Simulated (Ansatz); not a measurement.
The cluster Mg2S2⁻ (the lowest doublet isomer of a short search), 4 atoms. Hardware: 4 threads of Intel Xeon Platinum 8488C on a shared host.

Correlated methods freeze 12 core orbitals; core or outer-core shells of Mg are correlated, in sets that lack core-valence functions.

How many basis functions does each of these Ansatz runs have, and roughly what does it cost? ωB97X-V/def2-TZVPD, charge -1 doublet, energy, from earlier orbitals; HF/6-31G, charge -1 quartet, energy; BLYP-D4/def2-TZVPD, charge -1 doublet, energy, from earlier orbitals; PBE-D4/def2-TZVPD, charge 0 triplet at the geometry of the charge -1 doublet, energy, from earlier orbitals; r2SCAN-D4/def2-TZVPD, charge -1 doublet, energy, from earlier orbitals; r2SCAN0-D4/def2-TZVPD, charge -1 quartet, energy, from earlier orbitals; HF/6-31G, charge -1 doublet, energy; B3LYP-D4/6-31G, charge -1 doublet, energy; PBE-D4/def2-TZVPD, charge -1 doublet, energy, from earlier orbitals; PBE-D4/def2-TZVPD, charge 0 singlet at the geometry of the charge -1 doublet, energy, from earlier orbitals; HSE06-D4/def2-TZVPD, charge -1 quartet, energy, from earlier orbitals; RPA@PBE/def2-TZVPD, charge -1 doublet, energy, from earlier orbitals.

Other jobs shared the machine, so times can vary by a factor of up to 3. A dash marks memory too small to be measured apart from the calling script's.

```
                                                                                                        run  functions  fitting or Cholesky vectors  wall time  peak host memory (GiB)
                                                                        HF/6-31G, charge -1 quartet, energy         52                          544     0.55 s                       –
                                                                        HF/6-31G, charge -1 doublet, energy         52                          544     0.65 s                       –
                                                                  B3LYP-D4/6-31G, charge -1 doublet, energy         52                          544      1.4 s                       –
PBE-D4/def2-TZVPD, charge 0 singlet at the geometry of the charge -1 doublet, energy, from earlier orbitals        162                         1202      1.6 s                       –
                                        PBE-D4/def2-TZVPD, charge -1 doublet, energy, from earlier orbitals        162                         1202      2.1 s                       –
                                       BLYP-D4/def2-TZVPD, charge -1 doublet, energy, from earlier orbitals        162                         1202      2.5 s                       –
PBE-D4/def2-TZVPD, charge 0 triplet at the geometry of the charge -1 doublet, energy, from earlier orbitals        162                         1202        3 s                       –
                                      HSE06-D4/def2-TZVPD, charge -1 quartet, energy, from earlier orbitals        162                         1246      3.7 s                    0.61
                                       RPA@PBE/def2-TZVPD, charge -1 doublet, energy, from earlier orbitals        162                         1166      3.9 s                       –
                                     r2SCAN-D4/def2-TZVPD, charge -1 doublet, energy, from earlier orbitals        162                         1202      5.5 s                       –
                                    r2SCAN0-D4/def2-TZVPD, charge -1 quartet, energy, from earlier orbitals        162                         1246      7.5 s                    0.65
                                       ωB97X-V/def2-TZVPD, charge -1 doublet, energy, from earlier orbitals        162                         1208       18 s                       1
```
